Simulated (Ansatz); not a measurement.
C2H7NSi2 can be A, `[SiH3]/N=C1\C[SiH2]1`, or B, `CC1=N[SiH2][SiH2]1`.

Isolated molecules relaxed with PBE0-D4/def2-TZVP in Ansatz; ΔE leaves out vibrations. CBS: MP2 limit from def2 TZ/QZ plus the TZ coupled-cluster correction, frozen cores. DFT in def2-TZVPP. B3LYP here is the variant with VWN-RPA as its local correlation; programs differ in this.

(1) Which is lower in electronic energy at CCSD(T)/CBS, and by how much? (Estimate.)

(2) Give E(B) − E(A) in kJ/mol with CCSD(T)/def2-TZVPP, B2PLYP, PBE-D4, r2SCAN-D4, B3LYP, PBE0-D4, CCSD/def2-TZVPP. (Best estimate.)

Largest T1 diagnostic: 0.014.

Results:

(1) Ansatz gave: B, by 120.6 kJ/mol.

(2) Computed: CCSD(T)/def2-TZVPP -119.0, B2PLYP -112.6, PBE-D4 -116.1, r2SCAN-D4 -111.4, B3LYP -108.4, PBE0-D4 -122.7, CCSD/def2-TZVPP -119.1. None reverses the order clearly.

From PBE to PBE0 (25 % exact exchange), in def2-TZVPP and without D4, E(B) − E(A) moves by −6.8 kJ/mol.
